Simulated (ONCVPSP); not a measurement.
# nitrogen: ONCV pseudisation with PBE, scalar-relativistic reference atom.

```json
{
  "Element": "N",
  "Generator": "ONCVPSP 4.0.1",
  "Type": "optimised norm-conserving Vanderbilt (ONCV)",
  "Functional": "PBE",
  "Relativity": "scalar-relativistic",
  "Frozen core": "[He]",
  "Valence charge": "5",
  "Reference configuration": "2s2 2p2.75 (charge +0.25)",
  "Partial waves": "2s: rc 0.75 bohr, ncon 5, nbas 9, qcut 11.3 1/bohr, 1 projector; 2p: rc 2.50 bohr, ncon 4, nbas 9, qcut 4.8 1/bohr, 2 projectors, debl 1 Ha; d scattering state at 0.06 Ha: rc 2.05 bohr, ncon 3, nbas 6, qcut 4.1 1/bohr, 2 projectors, debl 0.9 Ha",
  "Local potential": "polynomial inside 0.65 bohr (lpopt 3, dvloc0 2 Ha)",
  "Core correction": "Teter function, fcfact 4.5, rcfact 1.45"
}
```

Problem. Does the generator finish with these settings?

Solution. Yes, a potential is produced and its reference levels are reproduced.

Problem. Estimate the cutoffs (Ha) at which the residual kinetic energy of the hardest occupied pseudo-wave falls to 1 and 0.1 mHa per electron.

Solution. 68 Ha and 359 Ha.

Problem. What does a ghost test show?

Solution. No bound ghost flagged; GHOST(+) flagged for d at 53.1 eV.

Problem. Which valence shell sets the plane-wave cutoff?

Solution. 2s: 68 Ha for 1 mHa per electron, against 9 Ha for 2p.

Problem. Tests: 2s2 2p3; 2s2 2p2; 2s2 2p1; 2s0 2p5. Which has the largest error in its energy relative to the reference configuration, and how large is it?

Solution. 2s2 2p1, with +1290 meV (all-electron minus pseudo) on +40.30 eV.
